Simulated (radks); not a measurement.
Fractional charge and spin in the 5s shell of lutetium: the spin-up occupation runs from 0 to 1 and the spin-down occupation from 0 to 1; the fullest corner is Lu3+, [Kr] 4d10 4f14 5p6 5s(up 1, down 1). Calculated with a radial shooting solver on a logarithmic mesh with Libxc functionals: scalar-relativistic Kohn-Sham, r2SCAN, spin-polarised, spherical densities, finite nucleus; meta-GGA in the generalised Kohn-Sham scheme; Fermi nuclear charge, rms radius of each element as measured or else 0.836 A^(1/3) + 0.57 fm. Energy (eV) minus the two flat planes that join the four corners (they meet along the diagonal where the two added fractions sum to one electron); zero is where a piecewise linear energy would lie.

| down \ up | 0 | 0.25 | 0.5 | 0.75 | 1 |
|---|---|---|---|---|---|
| 0 | 0.000 | -1.540 | -2.052 | -1.538 | 0.000 |
| 0.25 | -1.540 | -1.917 | -1.277 | 0.379 | -1.473 |
| 0.5 | -2.052 | -1.277 | 0.505 | -1.229 | -1.961 |
| 0.75 | -1.538 | 0.379 | -1.229 | -1.843 | -1.469 |
| 1 | 0.000 | -1.473 | -1.961 | -1.469 | 0.000 |

Corners above the fullest one (they belong to Lu4+ and the next ion): (up 1, down 0) 97.046 eV, (up 0, down 1) 97.046 eV, (up 0, down 0) 212.17 eV. With half an added electron in each spin the energy lies 0.505 eV from the planes, and with half an added electron in spin up alone -2.052 eV. The planes are only a guide here: the flat-plane condition holds for ground states with one frontier orbital, while this shell lies below other occupied shells, so the corners above the fullest one are inner-hole states and not the ground states of those ions.
